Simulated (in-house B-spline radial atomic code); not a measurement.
Results of a calculation; reference values are marked as such.
# Ti in an electron gas of r_s = 1.8: phase shifts, screening and friction

A nucleus sits in a uniform electron gas with a rigid positive background. The Kohn-Sham equations are solved self-consistently in the spin-unpolarised LDA (PW92), non-relativistic, on B-splines with outgoing waves at the boundary and partial waves to l = 8. The model has no lattice, no bands and no magnetic solution. Atomic units; δ_l are the phase shifts at the Fermi level, counted so that each bound state adds π, and good to about 0.0005.

The density parameter is r_s = 1.8 bohr.

| l | δ_l (rad) |
| --- | --- |
| 0 | 8.4055 |
| 1 | 5.9271 |
| 2 | 1.5873 |
| 3 | 0.0437 |
| 4 | 0.0098 |
| 5 | 0.0020 |
| 6 | 0.0002 |
| 7 | -0.0002 |
| 8 | -0.0003 |

Bound levels below the band bottom (hartree): s -176.4, s -18.53, p -15.36, s -1.45, p -0.6387.

Question: Check the Friedel sum rule, and say where the screening charge sits.

Answer: k_F = (9π/4)^(1/3)/r_s = 1.06620. The rule is Z = (2/π) Σ (2l + 1) δ_l. The terms are s 5.351, p 11.320, d 5.053, f 0.195 and 0.067 beyond, in all 21.985 against Z = 22. Bound states hold 6 s, 12 p, 0 d electrons, so the scattering states carry 3.98 in all; where a term is smaller than its bound count, the bound level has drawn weight out of the band.

Question: Find the transport cross section and the electronic stopping of a 2 keV Ti ion (mass 47.87 u).

Answer: σ_tr = (4π/k_F²) Σ (l + 1) sin²(δ_l − δ_(l+1)). The terms for l = 0 to 3 are 0.3790, 1.7350, 2.9978, 0.0046, all together 5.1167, so σ_tr = 11.054 × 5.1167 = 56.562 bohr². With n = 3/(4π r_s³) = 0.04093, the friction coefficient is Q = n k_F σ_tr = 2.4686. For v well below v_F = 1.066, dE/dx = Q v; with 24801 eV per u at v = 1, v = √(2000/(24801 × 47.87)) = 0.0410, so dE/dx = 0.10132 hartree/bohr = 52.1 eV/nm. The largest term couples the d and f waves.
